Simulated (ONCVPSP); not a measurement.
## An all-electron radial function and its pseudo partner (Ba (Z = 56))

Columns: radius, all-electron u(r) and pseudo u(r) of the 5p shell (level -20.05 eV) of barium in the configuration [Kr] 4d10 5s2 5p6 6s1.75; PBEsol, scalar-relativistic, ONCV scheme, ONCVPSP 4.0.1.

```
r (bohr)  all-electron  pseudo
   0.145        0.1532  0.0103
   0.290        0.1396  0.0418
   0.435       -0.2942  0.0960
   0.580       -0.4247  0.1731
   0.725       -0.2597  0.2710
   0.870        0.0253  0.3836
   1.015        0.3090  0.5015
   1.160        0.5373  0.6129
   1.305        0.6963  0.7066
   1.450        0.7908  0.7740
   1.595        0.8322  0.8107
   1.740        0.8335  0.8170
   1.885        0.8064  0.7966
   2.030        0.7606  0.7561
   2.175        0.7037  0.7022
   2.320        0.6416  0.6412
   2.465        0.5781  0.5780
   2.610        0.5160  0.5160
   2.755        0.4572  0.4572
   2.900        0.4026  0.4026
   3.045        0.3528  0.3528
   3.190        0.3080  0.3080
   3.335        0.2680  0.2680
   3.480        0.2326  0.2326
   3.625        0.2015  0.2015
   3.770        0.1742  0.1742
```

(1) How many radial nodes do the two functions have?

(2) At about which radius was the pseudo-wave matched?

(3) Where does each function peak?

(4) Is the pseudo-wave norm-conserving?

Results:

(1) The all-electron 5p function has n − l − 1 = 3 (the table is too coarse to show those close to the nucleus); the pseudo-wave has 0, since the states of the same l below it are removed with the core.

(2) 2.60 bohr. The columns agree to 0.0005 from 2.32 bohr on; several derivatives are matched, so the curves merge somewhat inside the radius.

(3) Outermost all-electron maximum near 1.74 bohr, pseudo maximum near 1.74 bohr (to the table’s step).

(4) Yes: the ONCV scheme keeps the norm inside the radius equal to the all-electron one, which fixes the energy derivative of the logarithmic derivative at the level.
